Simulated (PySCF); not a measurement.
Mapped SMILES: `[O:1]=[CH:2]/[C:3](=[CH:4]\[O:5][SiH3:6])[CH:7]([F:8])[F:9]`; H(Xn) means a hydrogen on atom n.

- PBE0/pcSseg-1 with gauge-including orbitals
- geometry from GFN2-xTB
- run in PySCF 2.14.0 with density-fitted response routines
- isolated molecule, equivalent nuclei averaged, no relativistic terms, a single conformation

Scale: 13C, 1H, 29Si against TMS; 17O against H2O; 19F against CFCl3 (reference shieldings calculated alike).

```csv
atoms,nucleus,count,Hirshfeld charge,δ (ppm)
H(C4),1H,1,0.06,7.79
Si6,29Si,1,0.38,-40.6
C4,13C,1,0.11,?
C7,13C,1,0.14,120.1
F8/F9,19F,2,-0.11,?
C2,13C,1,0.11,192.2
H(C7),1H,1,0.05,?
H(C2),1H,1,0.05,9.05
H(Si6),1H,3,-0.08,?
O5,17O,1,-0.15,163.5
C3,13C,1,-0.09,120.5
O1,17O,1,-0.19,547.7
```

Q: Estimate the values marked ?.

A: 
- C4: 177.7 ppm, alkene carbon bearing oxygen; an sp2 carbon further deshielded by the attached heteroatom
- H(C7): 6.57 ppm, hydrogen on an allylic sp3 CH bonded to 2 F; its carbon carries F, which withdraws density
- H(Si6): 5.49 ppm, hydrogen on a silicon bonded to O
- F8/F9: -118.1 ppm, fluorine of a CF2 group

Shifts are as computed. Against solution values, carbons near 30 ppm lie about +3 ppm off and those near 130 ppm about +5 ppm. Of 1309 compounds with measured shifts, 239 miss one by over three times the rms of a fit or turn the order of signals round; such compounds aren't used in these exercises. Unscaled 19F shifts against computed CFCl3 carry errors that often reach 10 to 50 ppm. Unscaled 17O shifts of doubly bonded oxygen tend to come out too high, by tens of ppm or more. Experimental scales use liquid or dissolved standards, which lie at an offset from isolated H2O (liquid H2O: subtract about 36 ppm).
